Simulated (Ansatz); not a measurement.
Mulliken charges of ClF2HOTi, SMILES `[OH][Ti]([F])([F])[Cl]` from B3LYP/def2-TZVPP in Ansatz (PBE0-D4/def2-TZVP geometry).

| atom | x (Å) | y (Å) | z (Å) | charge (e) |
| --- | --- | --- | --- | --- |
| O1 | -0.492 | 0.180 | 1.252 | -0.454 |
| Ti2 | -0.017 | -0.022 | -0.428 | 1.199 |
| F3 | -1.250 | 0.670 | -1.450 | -0.358 |
| F4 | 0.171 | -1.722 | -0.777 | -0.359 |
| Cl5 | 1.907 | 0.969 | -0.772 | -0.235 |
| H6 | -0.276 | -0.139 | 2.129 | 0.206 |

Question: By hand: the dipole of these point charges (1 e Å = 4.8032 D).

Answer: Σ q r = (0.084, 0.014, 0.336) e Å, of length 0.347 e Å = 1.67 D.

Question: How does the dipole of the full density compare? (Estimate.)

Answer: The calculation gave: (0.008, -0.090, 0.512) e Å, 2.50 D; the point charges give 0.67 times that, at 18° from its direction.

Point charges leave out the atoms' own dipoles, such as those of lone pairs, and Mulliken's split depends on the basis, so the two needn't agree.

B3LYP here is the variant with VWN-RPA as its local correlation; programs differ in this.
